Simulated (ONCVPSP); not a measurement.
PBEsol ONCV dataset for strontium (Sr), scalar-relativistic all-electron reference.

```
Element                 : strontium
Generator               : ONCVPSP 4.0.1
Type                    : optimised norm-conserving Vanderbilt (ONCV)
Functional              : PBEsol
Relativity              : scalar-relativistic
Frozen core             : [Ar] 3d10
Valence charge          : 10
Reference configuration : 4s2 4p6 5s2
Partial waves           : 4s+5s: rc 2.65 bohr, ncon 4, nbas 7, qcut 5.4 1/bohr, 3 projectors, debl 3.2 Ha; 4p: rc 2.15 bohr, ncon 4, nbas 7, qcut 5.1 1/bohr, 2 projectors, debl 3.2 Ha; d scattering state at 0.06 Ha: rc 2.35 bohr, ncon 4, nbas 7, qcut 4.4 1/bohr, 2 projectors, debl 1.9 Ha
Local potential         : polynomial inside 1.40 bohr (lpopt 5, dvloc0 3 Ha)
Core correction         : Teter function, fcfact 2, rcfact 1.7
```

In the d channel the program set the typed energies aside and used 0.050, 1.950 Ha.

All-electron outer shells of the reference configuration (PBEsol, scalar-relativistic, ld1.x):

| shell | level (eV) | outermost node (bohr) | outermost maximum (bohr) |
| --- | --- | --- | --- |
| 4s | -40.87 | 0.59 | 1.19 |
| 4p | -22.81 | 0.61 | 1.33 |
| 5s | -3.54 | 1.65 | 3.67 |

(1) Estimate the cutoffs (Ha) at which the residual kinetic energy of the hardest occupied pseudo-wave falls to 1 and 0.1 mHa per electron.

(2) What does a ghost test show?

(3) Tests: 4s2 4p6 5s1; 4s2 4p6 5s0; 4s2 4p6 5s1.5; 4s2 4p6 5s1 5p1. Which has the largest error in its energy relative to the reference configuration, and how large is it?

## Answers

(1) 7.7 Ha and 9.2 Ha.

(2) No bound ghost flagged; no localised positive-energy state flagged.

(3) 4s2 4p6 5s0, with -4.4 meV (all-electron minus pseudo) on +16.79 eV.
